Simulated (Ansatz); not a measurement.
The same path of C3H6OSi + FH (13 atoms, charge 0, multiplicity 1) was run twice with different band settings. Lost on the way: H1–Si2, H7–F8. Made: H1–F8, O6–H7.

Theory: RKS PBE/6-31G* (Ansatz).

Relaxed end points:

```xyz
13
Properties=species:S:1:pos:R:3
H 0.912 -2.317 1.210
Si 0.246 -1.779 -0.012
C -0.127 0.145 0.155
C 0.550 1.067 -0.792
C 0.330 2.398 -0.765
O -0.905 0.604 1.019
H -1.452 -0.651 1.797
F -1.537 -1.610 1.989
H -0.962 -2.538 -0.449
H 1.248 -1.848 -1.137
H 1.234 0.620 -1.522
H -0.359 2.828 -0.030
H 0.822 3.081 -1.464
```

```xyz
13
Properties=species:S:1:pos:R:3
H 0.013 -1.869 1.915
Si 0.346 -1.802 -0.325
C -0.140 -0.034 -0.110
C 0.580 1.030 -0.794
C 0.325 2.350 -0.621
O -1.031 0.398 0.797
H -1.285 -0.368 1.383
F -0.815 -1.696 2.415
H -0.898 -2.638 -0.438
H 1.157 -1.876 -1.586
H 1.329 0.703 -1.523
H -0.428 2.693 0.093
H 0.849 3.110 -1.207
```

Common settings: movable images 7; climbing image yes; spring 5.0 eV/Å²; start path through a guess of the saddle point; force threshold 0.03 eV/Å; iteration limit 60; end points relaxed.

| run | optimiser | largest step |
| --- | --- | --- |
| 1 | quadratic models (default) | default |
| 2 | lbfgs | 0.02 Å |

Question: What does each run give, and how far can it be trusted?

Answer: Run 1: converged after 12 iterations, highest image 1.243 eV above the first end. A vibrational analysis at the climbing image gives one clearly imaginary mode, 963i cm⁻¹: a first-order saddle point.
Run 2: not converged after 60 iterations, highest image 1.252 eV above the first end. The band didn't meet its force threshold, so its energies are provisional: the largest band force was still 0.06 eV/Å, and over the last iterations the top stayed at 1.25 eV.
The orbitals stay closed-shell, which can raise the energy where a bond breaks towards radicals; this wasn't checked here.
